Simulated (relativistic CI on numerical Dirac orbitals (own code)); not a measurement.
Pr4+: N4,5 absorption edge

Computed with this model: Dirac-Coulomb-Breit CI, separate exchange-only KLI orbitals for each configuration, a model potential for QED, multiplet model of core-to-valence dipole absorption, unscaled Slater integrals; configurations [Xe] 4f → [Kr] 4d9 4f2 5s2 5p6; 80 K; Lorentzian 0.75 eV and Gaussian 0.2 eV FWHM. Energies are those of the free ion, without screening or charge transfer. The branching ratio is the share of the lower-energy edge in the whole absorption, uncertain by about 0.02 where the edges overlap. S is read from ⟨S²⟩ = S(S + 1).

Field parameters in Wybourne normalisation; cubic f-shell fields have B⁴₄ = √(5/14) B⁴₀ and B⁶₄ = −√(7/2) B⁶₀. The field is a parameter set, without covalency.

Computed curve for free ion, scaled to 100 at the maximum (points under 2 are left out and the grid is thinned):

(Energy (eV), Intensity): (135.6, 2.1), (135.8, 2.4), (136.1, 3.1), (136.3, 3.7), (136.6, 4.9), (136.8, 6.2), (137.0, 8.1), (137.3, 13.0), (137.5, 19.1), (137.8, 38.6), (138.0, 64.0), (138.2, 90.5), (138.5, 72.6), (138.7, 44.7), (139.0, 21.7), (139.2, 14.6), (139.5, 9.1), (139.7, 7.0), (139.9, 5.7), (140.2, 4.3), (140.4, 3.8), (140.7, 3.2), (140.9, 2.9), (141.1, 2.8), (141.4, 2.6), (141.6, 2.6), (141.9, 2.6), (142.1, 2.7), (142.3, 2.8), (142.6, 3.1), (142.8, 3.4), (143.1, 4.0), (143.3, 4.7), (143.5, 5.5), (143.8, 7.5), (144.0, 9.7), (144.3, 15.8), (144.5, 23.8), (144.7, 38.0), (145.0, 66.1), (145.2, 64.2), (145.5, 42.0), (145.7, 33.3), (145.9, 31.2), (146.2, 42.4), (146.4, 63.6), (146.7, 100.0), (146.9, 86.1), (147.2, 43.1), (147.4, 26.9), (147.6, 18.0), (147.9, 11.0), (148.1, 8.4), (148.4, 5.9), (148.6, 4.9), (148.8, 4.1), (149.1, 3.2), (149.3, 2.8), (149.6, 2.3), (149.8, 2.0)

The ground state has S = 0.50, and the centroid lies at 142.99 eV.
